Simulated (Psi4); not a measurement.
F₆Pt, triplet, geometry from GFN2-xTB (such geometries of metal compounds can be far from the true shape) (core potentials on Pt). Base run: R2SCAN/def2-SVP (Psi4).

The Psi4 input:
```
memory 2 GB

molecule mol {
0 3
  Pt    0.000000   -0.000000   -0.000000
  F    -0.775258    1.687503   -0.268959
  F     1.514414    0.815312    0.750230
  F     0.791552    0.092892   -1.698777
  F    -0.791552   -0.092892    1.698777
  F    -1.514414   -0.815312   -0.750230
  F     0.775258   -1.687503    0.268959
}

set basis def2-svp
set reference uks

energy('r2scan')
print_variables()
```

The base run was repeated with changes; each row names its change, and settings that it needs were set with it.

```csv
change,ΔE vs base (µEh),SCF cycles,grid points,basis functions,outcome
base,0.0,20,152456,116,converged
e_convergence = 1e-10,0.0,22,152456,116,converged
df_basis_scf = cc-pvtz-jkfit,-,-,-,116,input refused
scf_type = disk_df,0.0,20,152456,116,converged
scf_type = cd,-,-,-,116,input refused
basis_guess = true,0.0,9,152456,116,converged
guess = huckel,0.0,22,152456,116,converged
diis_max_vecs = 3,-,-,-,116,not converged
scf_type = direct,126,22,152456,116,converged
dft_radial_points = 50,2949,35,102912,116,converged
puream = true,0.0,20,152456,116,converged
cholesky_tolerance = 1e-3 (with scf_type cd),-,-,-,116,input refused
dft_nuclear_scheme = becke,106,20,150900,116,converged
```

Open shells are given as the SCF converged; they aren't shown to be the lowest states, and a large step between rows can be another state.

- df_basis_scf = cc-pvtz-jkfit: ended with `psi4.driver.qcdb.exceptions.BasisSetNotFound: BasisSet::construct: Unable to find a basis set for atom 1 for key JKFIT among:`
- scf_type = cd: ended with `Fatal Error: Not enough memory for CD.`
- cholesky_tolerance = 1e-3 (with scf_type cd): ended with `Fatal Error: Not enough memory for CD.`
